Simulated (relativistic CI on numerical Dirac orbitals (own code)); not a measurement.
**Crystal-field levels of Re³⁺, 5d4**

Calculated by Dirac-Coulomb-Breit CI, separate exchange-only KLI orbitals for each configuration, a model potential for QED, valence Slater integrals scaled by 0.9, one configuration in a parametric crystal field (own radial code). With so little scaling, terms lie 10 to 35 % too far apart, which can change the order of excited levels.

Field parameters in Wybourne normalisation: D3d B²₀ = −7Dσ, B⁴₀ = −14Dq − 21Dτ, B⁴₃ = −14√(10/7) Dq; D4h B²₀ = −7Ds, B⁴₀ = 21(Dq − Dt), B⁴₄ = 21√(5/14) Dq. The field is a parameter set, without covalency.

S and J are read from ⟨S²⟩ = S(S + 1) and ⟨J²⟩ = J(J + 1) of each level; they are not fictitious spins.

D3d, 10Dq = 19400, Dσ = -50, Dτ = -450 cm⁻¹, the lowest 16 levels:

```csv
E (cm⁻¹),Degeneracy,Irrep,S,J
0.0,1,A1,1.29,3.19
2645,1,A2,1.43,3.34
3217,2,E,1.46,3.29
5234,2,E,1.51,3.32
6305,2,E,1.64,3.26
6544,1,A1,1.69,3.24
7892,1,A2,1.97,3.01
8757,1,A1,1.49,3.41
9076,2,E,1.61,3.33
9720,2,E,1.57,3.33
9834,1,A2,1.65,3.32
10642,1,A1,1.43,3.66
11124,2,E,1.32,3.74
13243,1,A1,0.76,4.31
14943,2,E,0.60,4.57
17549,2,E,0.57,4.49
```

D3d, 10Dq = 28350, Dσ = -1030, Dτ = 100 cm⁻¹, the lowest 10 levels:

```
E (cm⁻¹)  Degeneracy  Irrep     S     J
     0.0           1     A1  1.06  3.87
    2266           1     A2  1.08  3.99
    3089           2      E  1.08  3.91
    5304           2      E  1.01  3.81
    5897           1     A1  0.95  3.93
    6020           2      E  1.03  3.76
   13209           1     A1  0.39  4.32
   14083           2      E  0.39  4.41
   15195           2      E  0.52  4.48
   16112           1     A2  1.98  2.97
```

D4h, 10Dq = 39850, Ds = -340, Dt = -460 cm⁻¹, the lowest 16 levels:

| E (cm⁻¹) | Degeneracy | Irrep | S | J |
| --- | --- | --- | --- | --- |
| 0.0 | 1 | A1 | 1.00 | 4.10 |
| 2316 | 1 | A2 | 1.02 | 4.09 |
| 2758 | 2 | E | 1.02 | 4.08 |
| 4763 | 1 | B2 | 0.97 | 3.88 |
| 4830 | 1 | B1 | 0.99 | 3.74 |
| 5403 | 2 | E | 0.95 | 3.92 |
| 5604 | 1 | A1 | 0.97 | 3.75 |
| 13529 | 2 | E | 0.21 | 4.40 |
| 13761 | 1 | A1 | 0.16 | 4.48 |
| 14658 | 1 | B2 | 0.16 | 4.44 |
| 15391 | 1 | B1 | 0.12 | 4.50 |
| 26354 | 1 | A1 | 0.36 | 3.73 |
| 26989 | 1 | B2 | 1.98 | 2.96 |
| 26990 | 1 | B1 | 1.98 | 2.97 |
| 27124 | 2 | E | 1.97 | 2.92 |
| 27218 | 1 | A1 | 1.90 | 2.99 |

D4h, 10Dq = 28750, Ds = -1200, Dt = 410 cm⁻¹, the lowest 16 levels:

| E (cm⁻¹) | Degeneracy | Irrep | S | J |
| --- | --- | --- | --- | --- |
| 0.0 | 1 | A1 | 1.07 | 3.75 |
| 1837 | 2 | E | 1.08 | 3.90 |
| 6059 | 1 | A2 | 1.13 | 3.89 |
| 6570 | 1 | A1 | 1.09 | 3.68 |
| 7512 | 1 | B2 | 0.87 | 4.03 |
| 7674 | 2 | E | 1.06 | 3.87 |
| 7821 | 1 | B1 | 1.02 | 3.64 |
| 12488 | 1 | B2 | 0.98 | 4.04 |
| 12914 | 1 | B1 | 0.92 | 4.23 |
| 14284 | 1 | A1 | 1.90 | 2.91 |
| 14364 | 2 | E | 1.92 | 2.93 |
| 14590 | 1 | B1 | 1.72 | 3.37 |
| 14708 | 1 | B2 | 1.68 | 3.35 |
| 16543 | 2 | E | 1.21 | 3.86 |
| 16980 | 1 | B1 | 1.88 | 3.05 |
| 17156 | 1 | A1 | 1.57 | 3.54 |

D4h, 10Dq = 38700, Ds = 2460, Dt = 1000 cm⁻¹, the lowest 10 levels:

```tsv
E (cm⁻¹)	Degeneracy	Irrep	S	J
0.0	1	A1	1.07	3.90
2057	1	A2	1.13	3.93
3094	2	E	1.07	3.95
5063	1	B1	1.06	3.68
5224	1	B2	0.96	3.93
6382	2	E	0.95	3.96
6463	1	A1	0.99	3.73
12975	2	E	1.69	3.34
12985	1	A1	1.29	3.81
13028	1	B1	1.93	3.03
```

Levels of this model without a field, named by their leading LS term: 5D_0 0, 5D_1 2135, 5D_2 4513, 5D_3 6758, 5D_4 8762, 3P_0 15720, 3H_4 16943, 3H_5 20496 cm⁻¹.
